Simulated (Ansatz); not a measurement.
Total energies of `C[N](C)[Hf]([OH])([N](C)C)[N](C)C`.

Z-matrix (Å, degrees):
```
Hf
O 1 1.952
N 1 2.046 2 111.2
N 1 2.049 2 111.2 3 120.3
C 1 3.145 2 126.7 3 136.9
C 1 3.026 2 92.2 3 -16.0
N 1 2.046 2 113.8 3 -119.6
C 1 2.992 2 97.5 3 -140.0
C 1 3.151 2 125.1 3 17.9
C 1 3.041 2 91.4 3 105.9
C 1 3.178 2 123.9 3 -99.7
H 2 0.951 1 160.5 3 121.7
H 5 1.101 1 123.6 2 28.5
H 5 1.093 1 79.7 2 133.1
H 5 1.101 1 124.2 2 -122.4
H 6 1.096 1 75.0 2 -39.7
H 6 1.101 1 125.9 2 -140.3
H 6 1.101 1 124.1 2 61.1
H 8 1.101 1 124.6 2 50.5
H 8 1.101 1 125.9 2 -148.5
H 8 1.098 1 73.6 2 -49.3
H 9 1.101 1 124.7 2 -126.5
H 9 1.092 1 80.1 2 128.7
H 9 1.101 1 122.8 2 23.8
H 10 1.101 1 125.1 2 -136.0
H 10 1.095 1 75.4 2 -34.8
H 10 1.101 1 124.7 2 66.2
H 11 1.092 1 81.3 2 116.5
H 11 1.101 1 122.9 2 10.7
H 11 1.101 1 124.1 2 -137.9
```

The species carries charge 0 and has multiplicity 1. Correlated methods include outer-core shells of Hf, which these sets cover unevenly. Hf takes the def2 core potential. All single points use the PBE0-D4/def2-TZVP geometry. It is one conformer, not always the lowest. Basis def2-TZVPP, Ansatz.

RPA on PBE orbitals: Hartree–Fock energy of these orbitals -524.14894 Eh, correlation -3.66333 Eh (frozen core).

| functional | energy without D4 (Eh) | D4 term (kJ/mol) |
| --- | --- | --- |
| LDA (SPW92) | -523.65425 | – |
| PBE | -527.31260 | -74.6 |
| revPBE | -527.80203 | -210.4 |
| BLYP | -527.67658 | -154.3 |
| r2SCAN | -527.65840 | -22.6 |
| B97M-V | -527.87995 | – |
| PBE0 | -527.32938 | -65.0 |
| B3LYP | -527.94847 | -116.3 |
| r2SCANh | -527.61728 | -23.8 |
| r2SCAN0 | -527.55862 | -25.9 |
| HSE06 (plane-wave form) | -527.30111 | -61.1 |
| BHLYP | -527.51353 | -91.1 |
| CAM-B3LYP | -527.63414 | -66.7 |
| LC-ωPBE | -527.64239 | – |
| ωB97X-V | -527.75070 | – |
| ωB97M-V | -527.60617 | – |
| B2PLYP | -527.40375 | – |
| PBE-QIDH | -527.19329 | – |

B3LYP takes the VWN-RPA correlation (the form of Gaussian; ORCA's B3LYP/G). HSE06 is the plane-wave form, built on full-range PBE exchange. The double hybrids freeze the cores in their second-order part.

LC-ωPBE has ω = 0.4 bohr⁻¹.
